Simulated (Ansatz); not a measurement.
Diatomic TiH, multiplicity 4 (the spin of the measured ground state). No spin–orbit coupling. Ti is treated without relativity. The T1 diagnostic near the minimum is 0.056, so single-reference values are doubtful.

D_e counts from the fitted minimum to each atom's lowest state at the same level, without counterpoise. The lowest state of Ti differs between levels (2S+1 = 3, 5).

Correlated levels freeze the inner cores; with def2 sets outer-core shells near the valence are correlated too.

The values were computed with Ansatz (Gaussian orbitals). 

```tsv
level	bond energy D_e (eV)
PBE/def2-TZVPP	2.735
r2SCAN/def2-TZVPP	2.662
B3LYP/def2-TZVPP	2.680
BHLYP/def2-TZVPP	2.321
CAM-B3LYP/def2-TZVPP	2.626
wB97M-V/def2-TZVPP	___
CCSD/def2-TZVPP	___
CCSD/def2-QZVPP	2.312
CCSD(T)/def2-QZVPP	2.299
```

Question: Some entries are withheld; supply them.

Answer: 
- wB97M-V/def2-TZVPP, bond energy D_e (eV): 2.445
- CCSD/def2-TZVPP, bond energy D_e (eV): 2.226

Doubts at one or more of the structures used: T1 above 0.05 (CCSD/def2-TZVPP, CCSD/def2-QZVPP, CCSD(T)/def2-QZVPP).

Ansatz is a quantum-chemistry and plane-wave program.
